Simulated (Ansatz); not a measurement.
All numbers were calculated with Ansatz.

A structure relaxed at PBE0-D4/def2-TZVP, charge 0, multiplicity 1:

```csv
atom,x (Å),y (Å),z (Å)
N1,-0.688,0.616,-1.472
Si2,0.448,0.829,-0.201
Si3,0.030,-0.903,1.318
Cl4,-0.176,-2.633,0.189
H5,-0.827,-0.307,-1.853
H6,-0.805,1.323,-2.180
H7,0.218,2.157,0.430
H8,1.893,0.776,-0.585
H9,-1.233,-0.726,2.077
H10,1.140,-1.132,2.278
```

Question: Give its formula and SMILES.

Answer: ClH6NSi2, `N[SiH2][SiH2]Cl`.

Question: Summarise the bond lengths by kind.

Answer: 1 × N–Si 1.719 Å; 2 × H–N 1.007 to 1.008 Å; 1 × Si–Si 2.342 Å; 4 × H–Si 1.485 to 1.495 Å; 1 × Cl–Si 2.076 Å.
